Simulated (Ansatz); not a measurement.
`C[SiH2][SiH](O)Cl` + `[SH][GeH2][Cl]` → `O[SiH](Cl)[S][GeH2][Cl]` + `C[SiH3]`  (cleavage of the Si–Si bond)

Calculated with Ansatz (gas phase, PBE0-D4/def2-TZVP geometries, no zero-point term in ΔE). CCSD(T)/CBS is the MP2 limit (def2-TZVPP, def2-QZVPP) plus CCSD(T) − MP2 in def2-TZVPP, frozen cores. This one scheme is used for every species. DFT in def2-TZVPP. For Ge outer-core shells are correlated without core-valence functions, which leaves a few kJ/mol of doubt a bond. Scalar relativity is left out up to krypton. One conformer a species, not always the lowest.

`C[SiH2][SiH](O)Cl`:

Z-matrix (Å, degrees):
```
C
Si 1 1.873
H 1 1.092 2 110.4
H 1 1.092 2 110.8 3 120.2
H 1 1.092 2 110.4 3 -119.6
Si 2 2.336 1 109.8 3 61.1
H 2 1.490 1 111.3 3 -59.7
H 2 1.490 1 111.3 3 179.8
Cl 6 2.074 2 108.2 1 58.4
O 6 1.642 2 107.3 1 -60.1
H 6 1.487 2 116.2 1 175.3
H 10 0.959 6 118.2 2 179.0
```

`[SH][GeH2][Cl]`:

Z-matrix (Å, degrees):
```
Ge
Cl 1 2.156
S 1 2.205 2 110.8
H 1 1.530 2 107.6 3 -116.4
H 1 1.532 2 105.9 3 120.9
H 3 1.343 1 94.0 2 72.4
```

`O[SiH](Cl)[S][GeH2][Cl]`:

```xyz
10

O     1.545   -2.365    0.316
Si    0.783   -1.071   -0.311
Cl   -1.039   -1.591   -1.103
S     0.517    0.345    1.256
Ge   -0.969    1.719    0.354
Cl   -0.280    2.355   -1.584
H     1.150   -2.810    1.067
H     1.625   -0.570   -1.405
H    -2.322    1.040    0.144
H    -1.011    2.948    1.266
```

`C[SiH3]`:

```xyz
8

C     0.474   -0.803    0.324
Si   -0.424    0.719   -0.290
H     1.531   -0.588    0.493
H     0.404   -1.614   -0.404
H     0.045   -1.153    1.265
H    -0.326    1.824    0.702
H    -1.865    0.424   -0.516
H     0.161    1.193   -1.574
```

```csv
level,ΔE (kJ/mol)
ωB97X-V,-74.4
SCS-MP2/def2-TZVPP,-83.7
CCSD(T)/def2-TZVPP,-76.7
SCS-MP2/def2-QZVPP,-85.0
```

**Question.** What does CCSD(T)/CBS give? (Best estimate.)

**Answer.** Ansatz gave: -79.3 kJ/mol. The listed levels differ from it by 4.9, -4.4, 2.6, -5.7 kJ/mol.

Largest T1 diagnostic among the species: 0.011.

From PBE to PBE0 (25 % exact exchange), in def2-TZVPP and without D4, ΔE moves by −4.8 kJ/mol. The D4 term adds −9.4 kJ/mol with B3LYP and −4.8 kJ/mol with PBE0; it sums over pairs of atoms, weighted by their polarisabilities, and B3LYP, whose exchange is more repulsive, gets the larger term.

B3LYP here is the variant with VWN-RPA as its local correlation; programs differ in this.
